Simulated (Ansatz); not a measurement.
Ansatz (an electronic-structure program) input (HF/6-31G* with LANL2DZ past Ar): The .json file joins the Basis Set Exchange's 6-31G* for atoms up to Ar and LANL2DZ past it.

Ansatz 0.2 input:
```yaml
crystal:
  periodic: [false, false, false]
  atoms:
    - {symbol: Ca, position_ang: [0.00000000, 0.00000000, 0.00000000]}
    - {symbol: O, position_ang: [0.00000000, 0.00000000, 2.03878300]}
    - {symbol: O, position_ang: [-0.00000000, -0.00000000, -2.03878300]}
    - {symbol: H, position_ang: [0.00000000, 0.00000000, 2.99386900]}
    - {symbol: H, position_ang: [-0.00000000, -0.00000000, -2.99386900]}
basis:
  gaussian:
    orbitals: 6-31Gs+LANL2DZ.json
hamiltonian:
  xc: {name: HF}
relax: {f_tol: 0.003, max_steps: 120}
```

Output:

```
Functional definition: HF
integrals: 0.01 GiB planned
540 factors; integrals over basis functions are off by at most 3.3e-4 eV
mean field: 0.07 GiB planned
mean field evaluation 1: about -5086.0172 eV, gradient 6.0e1 eV
mean field evaluation 2: about -5086.0286 eV, gradient 6.0e1 eV
mean field evaluation 4: about -5092.2617 eV, gradient 1.4e0 eV
mean field evaluation 8: about -5092.2683 eV, gradient 1.9e-4 eV
mean field -5092.26832852 eV, -187.1374094095 hartree, gradient 1.6e-5 eV, S^2 0.000000; 0 other end points of the search recorded, 0 dependent functions left out
the calculation of the forces begins
reference -5092.26832852 eV, -187.1374094095 hartree; 14, 14 occupied and 32, 32 virtual orbitals, 540 factors
relax step   1: F+E_penalty+E_count = -5092.26832852 eV  Δ(F+E_penalty+E_count) = +0.000e0 eV  max|allowed force component| = 2.093e0 eV/Å  Δτ_max = 0.0000 Å  (26 SCF iters, accepted)
these checks for a lower state are left out or cut short: starts, cluster_reference, orbital_swaps, neighbouring_geometries, increment
integrals: 0.01 GiB planned
540 factors; integrals over basis functions are off by at most 3.2e-4 eV
mean field: 0.07 GiB planned
mean field evaluation 16: about -5092.3391 eV, gradient 8.3e-5 eV
mean field -5092.33906804 eV, -187.1400090390 hartree, gradient 8.3e-5 eV, S^2 0.000000; 0 other end points of the search recorded, 0 dependent functions left out
the calculation of the forces begins
reference -5092.33906804 eV, -187.1400090390 hartree; 14, 14 occupied and 32, 32 virtual orbitals, 540 factors
relax step   2: F+E_penalty+E_count = -5092.33906804 eV  Δ(F+E_penalty+E_count) = -7.074e-2 eV  max|allowed force component| = 1.505e-1 eV/Å  Δτ_max = 0.0631 Å  (22 SCF iters, accepted)
these checks for a lower state are left out or cut short: starts, cluster_reference, orbital_swaps, neighbouring_geometries, increment
integrals: 0.01 GiB planned
540 factors; integrals over basis functions are off by at most 3.2e-4 eV
mean field: 0.07 GiB planned
mean field -5092.34141000 eV, -187.1400951045 hartree, gradient 8.2e-5 eV, S^2 0.000000; 0 other end points of the search recorded, 0 dependent functions left out
the calculation of the forces begins
reference -5092.34141000 eV, -187.1400951045 hartree; 14, 14 occupied and 32, 32 virtual orbitals, 540 factors
relax step   3: F+E_penalty+E_count = -5092.34141000 eV  Δ(F+E_penalty+E_count) = -2.342e-3 eV  max|allowed force component| = 2.622e-3 eV/Å  Δτ_max = 0.0128 Å  (24 SCF iters, accepted)
integrals: 0.01 GiB planned
540 factors; integrals over basis functions are off by at most 3.2e-4 eV
mean field: 0.07 GiB planned
mean field evaluation 32: about -5092.3414 eV, gradient 1.7e-4 eV
mean field -5092.34141000 eV, -187.1400951045 hartree, gradient 8.2e-5 eV, S^2 0.000000; 1 other end points of the search recorded, 0 dependent functions left out
the calculation of the forces begins
reference -5092.34141000 eV, -187.1400951045 hartree; 14, 14 occupied and 32, 32 virtual orbitals, 540 factors
Total energy: -5092.34141000 eV, -187.1400951045 hartree
Atom 0 at     0.000000     0.000000    -0.000000 Å, force    -0.000000    -0.000000     0.000000 eV/Å
Atom 1 at    -0.000000     0.000000     2.091518 Å, force     0.000000    -0.000000     0.002622 eV/Å
Atom 2 at    -0.000000     0.000000    -2.091518 Å, force    -0.000000     0.000000    -0.002622 eV/Å
Atom 3 at    -0.000000    -0.000000     3.029961 Å, force     0.000000     0.000000    -0.001743 eV/Å
Atom 4 at    -0.000000    -0.000000    -3.029961 Å, force     0.000000     0.000000     0.001743 eV/Å
Dipole moment:    -0.000000     0.000000    -0.000000 e Å
```

The geometry given is a B3LYP-D3(BJ)/def2-TZVP minimum.
